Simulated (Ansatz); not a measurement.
Energy profile

The step: SiH₃F ([F][SiH3]) + NH₃ + HF → SiNH₅ ([NH2][SiH3]) + HF + HF; bonds formed: Si1–N7, F2–H8, H6–F9; bonds broken: Si1–F2, H6–N7, H8–F9 (atoms numbered as in the saddle structure below).

```
11
angstrom
Si -0.8505 -0.7062 -0.4534
F 0.6304 0.7088 -1.5038
H 0.1265 -1.6447 -1.0263
H -1.7999 -1.5580 0.3350
H -1.7072 0.1302 -1.3094
H 0.9781 0.4362 0.7600
N -0.1285 0.2394 0.9582
H 1.4547 0.7625 -0.8305
F 2.1278 0.7184 0.1958
H -0.5621 1.1554 1.0345
H -0.2694 -0.2422 1.8401
```

Electronic energies by CCSD(T) at an estimated basis limit (MP2 extrapolated from triple and quadruple zeta, plus CCSD(T) − MP2 in triple zeta), on PBE0-D4/def2-TZVP structures; SiNH7F2, closed shell; no counterpoise correction. Program: Ansatz 0.2.0. Basis: def2-TZVPP and def2-QZVPP. Cores are frozen in the correlated methods. Extrapolation: Hartree–Fock as exp(−7.88 √X), correlation as X^−2.97.

Task: Give the profile in kcal/mol, counted from the separated reactants. (Judge from chemistry; the value comes from the calculation.)

Result: The calculation gives:
```tsv
point	kcal/mol
separated: SiH3F (linked as [F][SiH3]; Si1, F2, H3, H4, H5; singlet) + NH3 (H6, N7, H10, H11; singlet) + HF (H8, F9; singlet)	0.00
start structure	-10.75
saddle	9.07
end structure	1.50
separated: SiNH5 (linked as [NH2][SiH3]; Si1, H3, H4, H5, N7, H10, H11; singlet) + HF (F2, H8; singlet) + HF (H6, F9; singlet)	20.29
```

T1 diagnostic: at most 0.011.

For scale, one of the runs: CCSD(T)/def2-TZVPP, 233 basis functions, launched by `ansatz run in.yaml --threads 4 --pin off --events-out ev --progress --plain --max-ram 9574MiB`. The run took 66 s on 4 CPU threads of an AMD EPYC 9R14 (shared host), with 4.3 GiB of host memory at its peak.
